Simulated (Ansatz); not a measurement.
Born–Oppenheimer molecular dynamics of Cl$_{3}$GeH (5 atoms, charge 0, multiplicity 1). It starts from a relaxed structure.

Method: Ansatz, RKS PBE/def2-SVP.

* ensemble: NVE (velocity Verlet)
* time step: 0.5 fs
* steps asked: 300
* starting velocities drawn for: 500 K
* masses: H 2.014 u
* seed: 432861

First frame:

```xyz
5
Properties=species:S:1:pos:R:3
Ge 0.000 0.000 0.008
H 0.000 0.000 1.549
Cl 2.025 0.000 -0.741
Cl -1.011 1.753 -0.742
Cl -1.011 -1.753 -0.742
```

Problem. How far do the bonds stretch over the last three quarters of this one trajectory? (Pairs bonded in most of those frames.)

Solution. 
```
   bond  mean (Å)  spread (Å)  shortest  longest
 Ge1–H2     1.542       0.002      1.54     1.55
Ge1–Cl3     2.166       0.023      2.13     2.20
Ge1–Cl4     2.156       0.026      2.12     2.20
Ge1–Cl5     2.179       0.042      2.11     2.24
```

Mean temperature of the second half: 325 K. The conserved energy stayed within 0.0058 meV per atom of its start (net change 0.0026 meV per atom), so the integration is sound. A run of 0.15 ps of so small a system gives no equilibrium averages.

Time of the run: 13 min on 1 thread of Arm Neoverse V1, with other jobs on the host, peak memory 0.15 GiB.
